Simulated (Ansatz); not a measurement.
Reactions of `[OH][Hf]([OH])([F])[I]`.

Isolated molecules relaxed with PBE0-D4/def2-TZVP in Ansatz; ΔE leaves out vibrations. CCSD(T)/CBS adds triple-zeta CCSD(T) − MP2 to the extrapolated MP2 energy (def2 sets, frozen cores). This one scheme is used for every species. def2 core potentials past Kr. For Ga, Hf, I outer-core shells are correlated without core-valence functions, which leaves a few kJ/mol of doubt a bond. Scalar relativity is left out up to krypton. Each species was taken in one conformer, which may not be the lowest.

```tsv
reaction	CCSD/CBS(def2) (eV)	CCSD(T)/CBS(def2) (eV)
`[OH][Hf]([OH])([F])[I]` + HCl → `[OH][Hf]([OH])([F])[Cl]` + HI	-0.09	-0.08
`[OH][Hf]([OH])([F])[I]` + `[F][GaH][Cl]` → `[OH][Hf]([OH])([F])[Cl]` + `[F][GaH][I]`	-0.24	-0.23
`[OH][Hf]([OH])([F])[I]` + `C#CB(F)F` → `C#[C][Hf]([OH])([OH])[F]` + `FB(F)I`	1.21	1.18
`[OH][Hf]([OH])([F])[I]` + `O[SiH](O)CCl` → `[OH][Hf]([OH])([OH])[I]` + `O[SiH](F)CCl`	0.02	0.03
```

Largest T1 diagnostic: 0.016, for `C#[C][Hf]([OH])([OH])[F]`.
